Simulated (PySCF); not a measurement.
Compound: C₄H₅O₃S (doublet state).
Structure used (GFN2-xTB), in Å, numbered top down from 1:
```xyz
13
C4H5O3S angstrom
C      2.401    0.107    0.425
C      1.174   -0.220    0.614
C      0.098   -0.297   -0.453
C     -0.894   -1.372   -0.216
O     -1.406   -1.541    0.861
S     -0.950    1.187   -0.116
O     -0.144    2.358    0.008
O     -2.053    1.192   -1.023
H      3.121    0.394   -0.300
H      0.782   -0.466    1.596
H      0.478   -0.227   -1.469
H     -1.164   -1.983   -1.093
H     -1.449    0.870    1.149
```

The hyperfine couplings belong to this conformer and change with its torsions.

The species is `[H]/[C]=C\[C@@H](C=O)[SH](=O)=O` [radical].

Level of theory: UKS B3LYP, pcH-1 on C H O S, non-relativistic, mean-field spin-orbit, GIAO in PySCF 2.14.0. The structure is a single GFN2-xTB conformer in the gas phase; no vibrational or solvent corrections. The geometry wasn't refined by DFT: couplings that depend on bond lengths, twists or pyramidal angles can differ widely from those at the functional's own minimum. Stability of the SCF solution: not tested.

Question: Match the computed a_iso(13C) values +282.7, +82.6, -7.8, -1.5 MHz with the sites C1; C2; C3; C4.

Answer: 
```csv
site,a_iso (MHz),ρ(0) (bohr⁻³),position,distance from C1 (Å),spin population,largest |T| (MHz)
C1,+282.7,+0.2516,largest spin population,0.00,+1.05,145.6
C2,-7.8,-0.0070,1 bond from C1,1.28,-0.18,17.9
C3,+82.6,+0.0735,2 bonds from C1,2.50,+0.08,15.6
C4,-1.5,-0.0013,3 bonds from C1,3.67,0.00,2.4
```

Question: Match the computed a_iso(1H) values +125.4, +10.4, -6.4, +5.9, -2.4 MHz with the sites H9; H10; H11; H12; H13.

Answer: 
```tsv
site	a_iso (MHz)	ρ(0) (bohr⁻³)	position	distance from C1 (Å)	bound to	spin population there	largest |T| (MHz)
H9	+10.4	+0.0023	1 bond from C1	1.06	C1	+1.05	40.2
H10	+125.4	+0.0280	2 bonds from C1, on C2 of spin population -0.18	2.08	C2	-0.18	11.1
H11	-6.4	-0.0014	3 bonds from C1	2.72	C3	+0.08	7.1
H12	+5.9	+0.0013	4 bonds from C1	4.40	C4	0.00	2.2
H13	-2.4	-0.0005	4 bonds from C1	3.99	S6	-0.01	2.0
```

ρ(0) is the spin density at the nucleus and T the dipolar tensor; a_iso includes a spin–orbit part. Largest spin populations (Mulliken): C1 (+1.05), C2 (-0.18) and C3 (+0.08). No atom but C1 exceeds +0.15.

The spin density at the nucleus, in bohr⁻³, is negative for S6 (-0.0191), C2 (-0.0070) and H11 (-0.0014), for instance. A restricted open-shell determinant has no negative spin density anywhere; here it arises because α and β orbitals differ (spin polarisation).
